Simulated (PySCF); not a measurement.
Structure problem from calculated spectra and properties.

Elements present: C, H, N and Si. Monoisotopic mass: 89.0661 u.

- UV, first state: lowest singlet excitation: 5.84 eV (212 nm, f = 0.016) [TDDFT CAM-B3LYP/def2-SVPD]
- 13C NMR: chemical shifts (computed TMS as zero) by class: 39.7 (2 C), -4.2 (1 C) ppm [GIAO PBE0/pcSseg-1]
- XPS: Si2p3/2 106.4, C1s 290.1, C1s 291.4 (×2), N1s 404.1, Si1s 1846.3 eV [ΔSCF SCAN, pcX-2 on the ionised atom, pcseg-1 elsewhere, spin-free X2C, 2p3/2 from a spin–orbit splitting computed afterwards within the 2p shell]
- UV, strongest line: among the 10 lowest singlet transitions: S9 at 8.05 eV (154 nm, f = 0.058) [TDDFT CAM-B3LYP/def2-SVPD]
- Polarisability: 74.4 au [CAM-B3LYP/def2-SVPD]
- NMR, other nuclei: isotropic shieldings of nuclei other than C and H, by class: 251 (1 N), 374 (1 Si) ppm [GIAO PBE0/pcSseg-1]
- Triplet: lowest triplet excitation (Tamm–Dancoff): 5.71 eV [TDA CAM-B3LYP/def2-SVPD]
- Rotational structure: rotational constants A, B, C: 6.241, 2.576, 2.013 GHz [PBE0-D3(BJ)/def2-SVP]
- 1H NMR: chemical shifts (computed TMS as zero) by class: 4.64 (2 H), 2.44 (6 H), 0.26 (3 H) ppm [GIAO PBE0/pcSseg-1]
- Valence photoelectron: vertical ionisation energy: 8.24 eV [ΔSCF CAM-B3LYP/def2-SVPD]

The electronic properties come from PySCF, for the isolated species, density fitting. Levels stand in brackets. Isolated species at its PBE0-D3(BJ)/def2-SVP geometry (one conformer only). NMR classes are plain means over equivalent atoms (diastereotopic ones count apart unless rotation or inversion swaps them), as if these changed places fast.

Problem. Which formula fits the mass and the elements?

Solution. C3H11NSi (calculated 89.0661). No other formula that holds each of these elements comes within 0.0003 u with a fitting electron parity and a possible valence count.

Problem. Propose a structure and show how it fits.

Solution. Numbering: `[CH3:1][SiH2:2][N:3]([CH3:4])[CH3:5]`. Its formula, C3H11NSi, gives 0 degrees of unsaturation, so no ring and no π bond. 3 carbons fall into 2 classes; from least to most shielded: N-methyl carbon [C4/C5] (39.7 ppm, 2 C, up to 4.2 ppm apart in this geometry), Si-methyl carbon [C1] (-4.2 ppm). Hydrogen classes from least to most shielded: 2 H on an SiH2 silicon, Si2 (4.64 ppm), 6 H on 2 N-methyl carbons, C4/C5 (2.44 ppm, a mean of values up to 0.6 ppm apart in this geometry), 3 H on an Si-methyl carbon, C1 (0.26 ppm, a mean of values up to 0.6 ppm apart in this geometry). The other shieldings belong to: 251 ppm, silicon-bound nitrogen [N3]; 374 ppm, SiH2 silicon [Si2]. The core levels belong to: Si2p3/2 106.4 eV, SiH2 silicon [Si2]; C1s 290.1 eV, Si-methyl carbon [C1]; C1s 291.4 eV, N-methyl carbon [C4/C5]; N1s 404.1 eV, silicon-bound nitrogen [N3]; Si1s 1846.3 eV, SiH2 silicon [Si2]. One atom of each topological class was ionised and stands for its class. The first electron is taken from the HOMO, whose largest Löwdin shares are 0.54 on the silicon-bound nitrogen, 0.09 on each of 2 atoms of one kind (N-methyl carbon) and 0.08 on the SiH2 silicon. The optimised geometry has point group C1 and is an asymmetric top. Structure: `C[SiH2]N(C)C`. Computed isomers that give other values at the same levels: `[H][Si]([H])([H])NC(C)C` (core binding energies: Si2p3/2 106.8, C1s 290.5 (×2), C1s 291.5, N1s 404.2, Si1s 1846.6 eV); `[H][Si]([H])([H])N(C)CC` (core binding energies: Si2p3/2 106.7, C1s 290.5, C1s 291.4, C1s 291.5, N1s 404.2, Si1s 1846.6 eV); `C[Si](C)(C)N` (core binding energies: Si2p3/2 106.0, C1s 289.8 (×3), N1s 404.2, Si1s 1845.9 eV). The assignments are read from this structure; whether some other isomer fits the data as well wasn't checked.

Shape of the structure used: `[CH3:1][SiH2:2][N:3]([CH3:4])[CH3:5]`: C1–Si2–N3–C4 -46°.
